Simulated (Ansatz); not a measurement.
Reaction (ligand exchange at the Si–N bond): `CBN[SiH2]C` + `[CH3][AlH][OH]` → `[CH3][AlH][O][SiH2]C` + `CBN`

Program: Ansatz. Geometries: PBE0-D4/def2-TZVP. ΔE: electronic, gas phase. CCSD(T)/CBS adds triple-zeta CCSD(T) − MP2 to the extrapolated MP2 energy (def2 sets, frozen cores). DFT in def2-TZVPP. B3LYP here is the variant with VWN-RPA as its local correlation; programs differ in this. Each species was taken in one conformer, which may not be the lowest.

`CBN[SiH2]C`:

Z-matrix (Å, degrees):
```
C
B 1 1.569
H 1 1.096 2 109.5
H 1 1.095 2 110.2 3 115.4
H 1 1.093 2 115.7 3 -122.0
N 2 1.406 1 122.9 3 116.4
H 2 1.204 1 119.6 3 -63.2
Si 6 1.748 2 128.1 1 -0.3
H 6 1.009 2 116.2 1 -179.8
C 8 1.864 6 112.4 2 -70.2
H 8 1.489 6 106.0 2 169.4
H 8 1.487 6 109.9 2 52.1
H 10 1.092 8 110.9 6 60.5
H 10 1.093 8 110.6 6 -179.6
H 10 1.093 8 110.8 6 -59.5
```

`[CH3][AlH][OH]`:

```xyz
8

C     0.109   -1.236   -0.257
Al    0.061    0.575    0.439
O    -0.509    1.800   -0.592
H     1.135   -1.616   -0.291
H    -0.306   -1.296   -1.266
H    -0.454   -1.922    0.384
H     0.523    0.980    1.905
H    -0.559    2.716   -0.322
```

`[CH3][AlH][O][SiH2]C`:

```xyz
14

C     0.149   -0.908   -2.393
Al    0.665   -1.701   -0.695
O     0.461   -0.824    0.730
Si    0.128    0.310    1.846
C    -0.750    1.774    1.095
H    -0.632   -0.152   -2.276
H    -0.203   -1.660   -3.105
H     1.009   -0.413   -2.858
H     1.298   -3.145   -0.554
H    -0.727   -0.289    2.910
H     1.402    0.764    2.473
H    -0.139    2.244    0.320
H    -1.701    1.475    0.647
H    -0.961    2.526    1.861
```

`CBN`:

Z-matrix (Å, degrees):
```
C
B 1 1.568
H 1 1.095 2 110.4
H 1 1.096 2 110.3 3 116.2
H 1 1.094 2 114.3 3 -121.9
N 2 1.392 1 122.0 3 122.1
H 2 1.202 1 121.0 3 -57.9
H 6 1.005 2 123.2 1 180.0
H 6 1.007 2 123.1 1 -0.0
```

```
             level  ΔE (kcal/mol)
         r2SCAN-D4          -17.3
            B2PLYP          -18.1
               PBE          -16.2
            r2SCAN          -17.5
              PBE0          -16.9
             B3LYP          -18.7
SCS-MP2/def2-QZVPP          -17.4
      HF/CBS(def2)          -21.5
```

(1) What does CCSD(T)/CBS give? (Estimate.)

Largest T1 diagnostic among the species: 0.011.

Answers

(1) Computed: -16.7 kcal/mol. The listed levels differ from it by -0.6, -1.4, 0.5, -0.8, -0.2, -2.0, -0.7, -4.8 kcal/mol.

The D4 term adds +1.1 kcal/mol with B3LYP and +0.6 kcal/mol with PBE0; it sums over pairs of atoms, weighted by their polarisabilities, and B3LYP, whose exchange is more repulsive, gets the larger term. In def2-TZVPP, CCSD(T) changes the Hartree–Fock value by +4.3 kcal/mol (the triples alone add +0.7 kcal/mol) and MP2 by +4.6 kcal/mol. From PBE to PBE0 (25 % exact exchange), in def2-TZVPP and without D4, ΔE moves by −0.8 kcal/mol.
